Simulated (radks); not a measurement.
Results of a calculation; reference values are marked as such.
Task: These are the eigenvalues of the occupied orbitals of an atom or ion with whole-number occupations (eV). Level of theory: non-relativistic Kohn-Sham, PBE, spin-polarised, spherical densities, point nucleus (a radial shooting solver on a logarithmic mesh with Libxc functionals).

| orbital | eigenvalue |
|---|---|
| 1s up | -35908.64 |
| 1s down | -35908.53 |
| 2s up | -6866.325 |
| 2s down | -6854.136 |
| 2p up | -6577.870 |
| 2p down | -6569.138 |
| 3s up | -2483.830 |
| 3s down | -2472.387 |
| 3p up | -2370.866 |
| 3p down | -2358.369 |
| 3d up | -2181.811 |

Which element is it, and in what charge state? The configuration may be excited. Open shells, if any, are filled with parallel spins first.

Result: Z = 55, caesium, charge +34: Cs34+ in [Ar] 3d3. The list shows which subshells hold electrons but not how many an open one holds; the 1s level, -1319.6 hartree, gives Z - s = 51.4 by -(Z - s)^2/2, which with screening narrows Z to a few neighbours, and the depths of the outer levels then fix element, charge and occupations together.
